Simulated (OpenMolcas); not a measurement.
**OpenMolcas run: Cr V**

Input:

```
&GATEWAY
Coord
1

Cr 0.0 0.0 0.0
Basis=ANO-L-VDZP
Group=XYZ
NoMove
AngMom=0.0 0.0 0.0
AMFI
&SEWARD
* reference wave functions (RASSCF and RASSI steps not shown): 2 electrons in 5 orbitals (3d)
>>> COPY JOB001 $Project.JobIph
&CASPT2
XMultistate=10 1 2 3 4 5 6 7 8 9 10
Frozen=1 0
IPEA=0.75
MaxIter=60
WThr=0.0 0.3 0.05
PrWF=0.5
NoMix
>>> COPY JOB002 $Project.JobIph
&CASPT2
XMultistate=15 1 2 3 4 5 6 7 8 9 10 11 12 13 14 15
Frozen=1 0
IPEA=0.75
MaxIter=60
WThr=0.0 0.3 0.05
PrWF=0.5
NoMix
```

Launched by
```bash
OMP_NUM_THREADS=1 MOLCAS_MEM=2252 MOLCAS_PROJECT=a pymolcas a.inp > a.log  # once for each step of the input, in one work folder
```

Output, cut to the results:

```
--- CASPT2 ---
Orbital specifications:
      -----------------------

      Symmetry species                           1   2
                                                ag  au
      Frozen orbitals                            1   0
      Inactive orbitals                          2   6
      Active orbitals                            5   0
      Secondary orbitals                         7  13
      Deleted orbitals                           0   0
      Number of basis functions                 15  19
Type of calculation                        XMS-CASPT2
      Fock operator                              state-average
      IPEA shift                                 0.75
      Real shift                                 0.00
      Imaginary shift                            0.00
      The input orbitals will be transformed to quasi-canonical
      The input states will be rotated to diagonalize the Fock operator
Reference energy:       -1039.5535543670
      E2 (Non-variational):      -0.1381085848
      E2 (Variational):          -0.1381085935
      Total energy:           -1039.6916629605
      Residual norm:              0.0000004732
      Reference weight:           0.97670
      Contributions to the CASPT2 correlation energy
      Active & Virtual Only:         -0.0029005488
      One Inactive Excited:          -0.0406844897
      Two Inactive Excited:          -0.0945235462
Reference energy:       -1039.5535543670
      E2 (Non-variational):      -0.1344336572
      E2 (Variational):          -0.1344336607
      Total energy:           -1039.6879880277
      Residual norm:              0.0000004014
      Reference weight:           0.97761
      Contributions to the CASPT2 correlation energy
      Active & Virtual Only:         -0.0018509859
      One Inactive Excited:          -0.0402549000
      Two Inactive Excited:          -0.0923277714
::    XMS-CASPT2 Root  1     Total energy:  -1039.69002284
::    XMS-CASPT2 Root  2     Total energy:  -1039.68994649
::    XMS-CASPT2 Root  3     Total energy:  -1039.68817763
::    XMS-CASPT2 Root  4     Total energy:  -1039.68696443
::    XMS-CASPT2 Root  5     Total energy:  -1039.68663379
::    XMS-CASPT2 Root  6     Total energy:  -1039.68605772
::    XMS-CASPT2 Root  7     Total energy:  -1039.68574360
::    XMS-CASPT2 Root  8     Total energy:  -1039.62528755
::    XMS-CASPT2 Root  9     Total energy:  -1039.62442350
::    XMS-CASPT2 Root 10     Total energy:  -1039.62353872
--- CASPT2 ---
Orbital specifications:
      -----------------------

      Symmetry species                           1   2
                                                ag  au
      Frozen orbitals                            1   0
      Inactive orbitals                          2   6
      Active orbitals                            5   0
      Secondary orbitals                         7  13
      Deleted orbitals                           0   0
      Number of basis functions                 15  19
Type of calculation                        XMS-CASPT2
      Fock operator                              state-average
      IPEA shift                                 0.75
      Real shift                                 0.00
      Imaginary shift                            0.00
      The input orbitals will be transformed to quasi-canonical
      The input states will be rotated to diagonalize the Fock operator
Reference energy:       -1039.4938352101
      E2 (Non-variational):      -0.1422406698
      E2 (Variational):          -0.1422406745
      Total energy:           -1039.6360758846
      Residual norm:              0.0000008454
      Reference weight:           0.97548
      Contributions to the CASPT2 correlation energy
      Active & Virtual Only:         -0.0034582595
      One Inactive Excited:          -0.0432406613
      Two Inactive Excited:          -0.0955417490
Reference energy:       -1039.4938352101
      E2 (Non-variational):      -0.1410952414
      E2 (Variational):          -0.1410952551
      Total energy:           -1039.6349304652
      Residual norm:              0.0000007095
      Reference weight:           0.97580
      Contributions to the CASPT2 correlation energy
      Active & Virtual Only:         -0.0027081185
      One Inactive Excited:          -0.0446854315
      Two Inactive Excited:          -0.0937016915
::    XMS-CASPT2 Root  1     Total energy:  -1039.63832479
::    XMS-CASPT2 Root  2     Total energy:  -1039.63811001
::    XMS-CASPT2 Root  3     Total energy:  -1039.63757936
::    XMS-CASPT2 Root  4     Total energy:  -1039.63711647
::    XMS-CASPT2 Root  5     Total energy:  -1039.63680240
::    XMS-CASPT2 Root  6     Total energy:  -1039.60192739
::    XMS-CASPT2 Root  7     Total energy:  -1039.60165625
::    XMS-CASPT2 Root  8     Total energy:  -1039.60113930
::    XMS-CASPT2 Root  9     Total energy:  -1039.60042492
::    XMS-CASPT2 Root 10     Total energy:  -1039.60019649
::    XMS-CASPT2 Root 11     Total energy:  -1039.60005820
::    XMS-CASPT2 Root 12     Total energy:  -1039.59977883
::    XMS-CASPT2 Root 13     Total energy:  -1039.59879990
::    XMS-CASPT2 Root 14     Total energy:  -1039.59863144
::    XMS-CASPT2 Root 15     Total energy:  -1039.48341418
```

In XMS-CASPT2 the single-state energies belong to rotated reference states; over a whole degenerate manifold the rotation is arbitrary, and only the multistate roots count.

Levels above the lowest, from the spin-orbit matrix with the multistate effective Hamiltonian, averaged by term, added to it:

```csv
Configuration,Term,J,E (eV),Measured (eV),Term weight %
3d2,3F,2,0.0000,0.0000,100
3d2,3F,3,0.0499,0.0630,100
3d2,3F,4,0.1136,0.1416,100
3d2,1D,2,1.425,1.6351,98
3d2,3P,0,1.752,1.9207,100
3d2,3P,1,1.769,1.9437,100
3d2,3P,2,1.807,1.9888,98
3d2,1G,4,2.442,2.7300,100
3d2,1S,0,5.624,6.3413,100
```

Against the 8 measured excited levels shown (Sugar and Corliss, J. Phys. Chem. Ref. Data 6, 317 (1977)) the mean absolute deviation is 1800 cm-1; the largest miss in energy is 3d2 1S0: computed 5.624, measured 6.3413 eV (-11.3 %), and the largest in proportion 3d2 3F3 (-20.9 %).

CASPT2 breaks the degeneracy within a term, and the mean is taken; among the terms shown or strongly mixed into the levels shown the widest spread is 940 cm-1 (3d2 3F). Terms from blocks run as CI alone lack orbitals of their own. The basis is small and was not contracted for so high a charge. Measured partners are found by configuration, term and J. A level has none where our copy of the source lacks it or the pairing is in doubt (some pairs that miss far off the trend of their configuration count as doubtful), and it then counts in no deviation. Levels of configurations outside the active space are missing.

The term weight is that of the spin-free term in the level, not the purity of its configuration.
